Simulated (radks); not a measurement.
The numbers below are computed, except where a source is named.
All-electron atom: Re II in [Xe] 4f14 5d4 6s1 7s1 (not the ground configuration). Level of theory: scalar-relativistic Kohn-Sham, PBE, spin-polarised, spherical densities, point nucleus; open shells are filled with parallel spins first (spin-orbit coupling, left out, can overturn this in heavy ions) (a radial shooting solver on a logarithmic mesh with Libxc functionals).

Unscreened Slater integrals over Kohn-Sham orbitals (hartree). They are taken over the spin-up orbitals. Empty in this configuration: 6p.

F0(7s,7s): 0.14493
F0(7s,6s): 0.17849
G0(7s,6s): 0.0094595
F0(7s,5d): 0.18584
G2(7s,5d): 0.010363
F0(7s,4f): 0.19452
G3(7s,4f): 0.0024426
F0(7s,6p): 0.17222
G1(7s,6p): 0.023937
F0(6s,6s): 0.34204
F0(6s,5d): 0.39478
G2(6s,5d): 0.10807
F0(6s,4f): 0.44855
G3(6s,4f): 0.014983
F0(6s,6p): 0.29504
G1(6s,6p): 0.17871
F0(5d,5d): 0.52247
F2(5d,5d): 0.27127
F4(5d,5d): 0.17890
F0(5d,4f): 0.67626
F2(5d,4f): 0.15439
F4(5d,4f): 0.071943
G1(5d,4f): 0.056958
G3(5d,4f): 0.050375
G5(5d,4f): 0.039445
F0(5d,6p): 0.32328
F2(5d,6p): 0.11335
G1(5d,6p): 0.057642
G3(5d,6p): 0.046048
F0(4f,4f): 1.5831
F2(4f,4f): 0.76886
F4(4f,4f): 0.48583
F6(4f,4f): 0.35052
F0(4f,6p): 0.35467
F2(4f,6p): 0.038839
G2(4f,6p): 0.0098371
G4(4f,6p): 0.0089810
F0(6p,6p): 0.26534
F2(6p,6p): 0.14270

Derived for the open shells (J is the average intra-shell exchange parameter used in DFT+U). 5d: Racah B = F2/49 - 5 F4/441 = 0.003508 hartree, C = 35 F4/441 = 0.01420 hartree, C/B = 4.05, F4/F2 = 0.660, J = (F2 + F4)/14 = 0.03216 hartree.
